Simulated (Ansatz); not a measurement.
Start from `C#[C][Zr]([OH])([OH])[Cl]` and change one atom or group to get `[OH][Zr]([OH])([SH])[Cl]`.

Ansatz, PBE0-D4/def2-TZVP geometries, multiplicity 1. Each molecule was computed in one conformer, which needn't be the lowest.

Elements past krypton have def2 core potentials.

| property | `C#[C][Zr]([OH])([OH])[Cl]` |
| --- | --- |
| size of the dipole moment (PBE/def2-TZVPP) / D | 3.30 |
| LUMO energy (B3LYP/def2-TZVPP) / eV | -1.77 |
| HOMO–LUMO gap (PBE/def2-TZVPP) / eV | 4.42 |
| HOMO–LUMO gap (PBE0/def2-TZVPP) / eV | 6.44 |
| LUMO energy (ωB97M-V/def2-TZVPP) / eV | 0.45 |
| HOMO energy (B3LYP/def2-TZVPP) / eV | -7.74 |

(1) What does the change do to each property? (Best estimate.)

## Answers

(1) The calculation gave: 
| property | `[OH][Zr]([OH])([SH])[Cl]` | shift |
| --- | --- | --- |
| size of the dipole moment (PBE/def2-TZVPP) / D | 3.72 | 0.42 |
| LUMO energy (B3LYP/def2-TZVPP) / eV | -1.29 | 0.48 |
| HOMO–LUMO gap (PBE/def2-TZVPP) / eV | 4.33 | -0.09 |
| HOMO–LUMO gap (PBE0/def2-TZVPP) / eV | 6.37 | -0.07 |
| LUMO energy (ωB97M-V/def2-TZVPP) / eV | 0.49 | 0.04 |
| HOMO energy (B3LYP/def2-TZVPP) / eV | -7.19 | 0.55 |

With PBE0 the HOMO rises by 0.56 eV and the LUMO rises by 0.49 eV, so the gap narrows by about 0.07 eV. PBE moves the HOMO by 0.55 eV and ωB97M-V by 0.64 eV. Dipoles are sizes alone; their direction can turn.

B3LYP here is the variant with VWN-RPA as its local correlation; programs differ in this.
